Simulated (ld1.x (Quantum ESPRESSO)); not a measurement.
**Building the PAW potential for iron (PBE, scalar-relativistic).**

- Element: iron
- Generator: ld1.x (Quantum ESPRESSO) 7.5
- Type: PAW
- Functional: PBE
- Relativity: scalar-relativistic
- Frozen core: [Ne]
- Valence charge: 16
- Reference configuration: 3s2 3p6 3d6 4s1.75 4p0.25
- Partial waves: 3s (bound): rcut 1.15, rcutus 1.50 bohr; 4s (bound): rcut 1.15, rcutus 1.50 bohr; 3p (bound): rcut 1.45, rcutus 1.75 bohr; 4p (bound): rcut 1.45, rcutus 1.75 bohr; 3d (bound): rcut 1.30, rcutus 1.60 bohr; 3d channel at 0.25 Ry: rcut 1.30, rcutus 1.60 bohr
- Local potential: all-electron potential smoothed inside 1.60 bohr (lloc = -2)
- Core correction: Bessel-smoothed model core, default radius (core density twice the valence density)
- Augmentation charge: PSQ, inside the norm-conserving radii

All-electron outer shells of the reference configuration (PBE, scalar-relativistic, ld1.x):

```json
{"shell": "2s", "level (eV)": "-820.17", "outermost node (bohr)": "0.08", "outermost maximum (bohr)": "0.22"}
{"shell": "2p", "level (eV)": "-698.90", "outermost node (bohr)": "–", "outermost maximum (bohr)": "0.18"}
{"shell": "3s", "level (eV)": "-94.48", "outermost node (bohr)": "0.33", "outermost maximum (bohr)": "0.70"}
{"shell": "3p", "level (eV)": "-60.51", "outermost node (bohr)": "0.30", "outermost maximum (bohr)": "0.72"}
{"shell": "3d", "level (eV)": "-7.96", "outermost node (bohr)": "–", "outermost maximum (bohr)": "0.71"}
{"shell": "4s", "level (eV)": "-5.59", "outermost node (bohr)": "1.00", "outermost maximum (bohr)": "2.41"}
{"shell": "4p", "level (eV)": "-1.55", "outermost node (bohr)": "1.10", "outermost maximum (bohr)": "3.29"}
```

What the tests gave:

| Item | Value |
| --- | --- |
| Cutoffs needed | 45 Ry and 70 Ry (the cutoffs (Ry, on a coarse ladder) from which the occupation-weighted sum of valence levels, in a spherical-Bessel basis at the reference potential, stays within 10 and 1 mRy of its value at 400 Ry) |
| Ghost test | no extra level below or beside the all-electron valence levels (s, p, d, f tested) (spherical-Bessel basis up to 400 Ry, 20 bohr box) |
| Configuration tests | test run stopped at test 4 of 7 (negative rho), 1 before it not solved; not counted: 3s2 3p6 3d6 4s0 4p0 (pseudo-atom not self-consistent, printed error -37.2 eV) |
| Lowest eigenvalue of the overlap operator | 0.08 (p channel) |
| Density cutoff estimated by the generator | 247 Ry |

Generation and tests took about 2.1 s on one core of a shared server CPU.
